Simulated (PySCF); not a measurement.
An unknown is described by computed data only.

Formula: C8H10O3.

* Rotational structure: rotational constants A, B, C: 1.798, 0.912, 0.752 GHz [GFN2-xTB]
* 1H NMR: chemical shifts (computed TMS as zero) by class: 7.45 (1 H), 6.11 (1 H), 4.01 (3 H), 3.99 (1 H), 3.46 (1 H), 2.27 (1 H), 2.19 (1 H), 2.13 (1 H) ppm [GIAO PBE0/pcSseg-1]
* NMR, other nuclei: isotropic shieldings of nuclei other than C and H, by class: -340 (1 O), -73 (1 O), 140 (1 O) ppm [GIAO PBE0/pcSseg-1]
* 13C NMR: chemical shifts (computed TMS as zero) by class: 195.9 (1 C), 176.7 (1 C), 162.6 (1 C), 132.8 (1 C), 57.4 (1 C), 51.3 (1 C), 29.6 (1 C), 27.5 (1 C) ppm [GIAO PBE0/pcSseg-1]
* Dipole: 2.71 D [PBE0/pcSseg-1]

Electronic properties: PySCF, gas phase, density fitting. Levels stand in brackets. Geometry: GFN2-xTB, one conformer, isolated molecule. Each NMR value is the plain mean over a class of atoms that symmetry, rotation or inversion makes alike.

Question: Propose a structure and show how it fits.

Answer: Numbering: `[CH3:1][O:2][C:3](=[O:4])[C@H:5]1[CH2:6][CH2:7][CH:8]=[CH:9][C:10]1=[O:11]`. Its formula, C8H10O3, gives 4 degrees of unsaturation: 1 ring and 3 π bonds in the structure found. 8 carbons fall into 8 classes; from least to most shielded: ketone carbonyl carbon [C10] (195.9 ppm), ester carbonyl carbon [C3] (176.7 ppm), alkene CH carbon [C8] (162.6 ppm), alkene CH carbon [C9] (132.8 ppm), sp3 carbon next to a carbonyl [C5] (57.4 ppm), methoxy carbon [C1] (51.3 ppm), ring CH2 carbon [C6] (29.6 ppm), allylic carbon [C7] (27.5 ppm). Hydrogen classes from least to most shielded: 1 H on an alkene CH carbon, C8 (7.45 ppm), 1 H on an alkene CH carbon, C9 (6.11 ppm), 3 H on a methoxy carbon, C1 (4.01 ppm, a mean of values up to 1.7 ppm apart in this geometry), 1 H on an allylic carbon, C7 (3.99 ppm), 1 H on an sp3 carbon next to a carbonyl, C5 (3.46 ppm), 1 H on a ring CH2 carbon, C6 (2.27 ppm), 1 H on a ring CH2 carbon, C6 (2.19 ppm), 1 H on an allylic carbon, C7 (2.13 ppm). The other shieldings belong to: -340 ppm, ketone oxygen [O11]; -73 ppm, ester carbonyl oxygen [O4]; 140 ppm, ester single-bonded oxygen [O2]. The optimised geometry has point group C1 and is an asymmetric top. Structure: `COC(=O)[C@H]1CCC=CC1=O`. Computed isomers that give other values at the same levels: `CC(=O)OC1=C(C)CCC1=O` (13C chemical shifts (computed TMS as zero) by class: 202.0 (1 C), 172.6 (1 C), 171.3 (1 C), 154.5 (1 C), 35.2 (1 C), 31.7 (1 C), 23.4 (1 C), 20.7 (1 C) ppm); `O=CO[C@]12CC[C@H](CC1)C2=O` (13C chemical shifts (computed TMS as zero) by class: 212.6 (1 C), 166.0 (1 C), 81.5 (1 C), 38.4 (1 C), 29.7 (2 C), 26.3 (2 C) ppm); `CO[C@@H]1C[C@H]1C1=COC=CO1` (13C chemical shifts (computed TMS as zero) by class: 149.6 (1 C), 134.2 (1 C), 133.4 (1 C), 123.7 (1 C), 68.4 (1 C), 60.7 (1 C), 19.6 (1 C), 19.4 (1 C) ppm). The assignments are read from this structure; whether some other isomer fits the data as well wasn't checked. The mirror image fits equally.
